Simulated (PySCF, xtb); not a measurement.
SeF₂, SMILES [Se](F)F. Atoms are numbered in the order given.

```xyz
3

Se     0.0000     0.0000     0.3999
F      0.0000     1.2902    -0.7553
F      0.0000    -1.2902    -0.7553
```

Coordinates come from a ωB97X-D3(BJ)/def2-TZVP optimisation.

These are PySCF with IEF-PCM-PBE0/def2-SVP values and carry that method's errors.

The values are the electrostatic part of the solvation free energy, E(continuum) − E(gas) at the gas-phase geometry, in a cavity of scaled van der Waals radii (PySCF's table); cavitation and dispersion terms are not included. In vacuum the orbital gap is 4.90 eV. The dipole moment in vacuum is 2.13 D.

```json
[
 {"solvent": "water", "ε": "78.36", "ΔG(elec) (kcal/mol)": "-3.2", "dipole (D)": "2.55", "gap (eV)": "5.02"},
 {"solvent": "ethylethanoate", "ε": "5.99", "ΔG(elec) (kcal/mol)": "-2.5", "dipole (D)": "2.45", "gap (eV)": "4.99"},
 {"solvent": "dimethylsulfoxide", "ε": "46.83", "ΔG(elec) (kcal/mol)": "-3.2", "dipole (D)": "2.54", "gap (eV)": "5.02"}
]
```

For comparison, GFN2-xTB/ALPB(water) (xtb, at the GFN2-xTB geometry, all terms of that model) gives -1.3 kcal/mol.
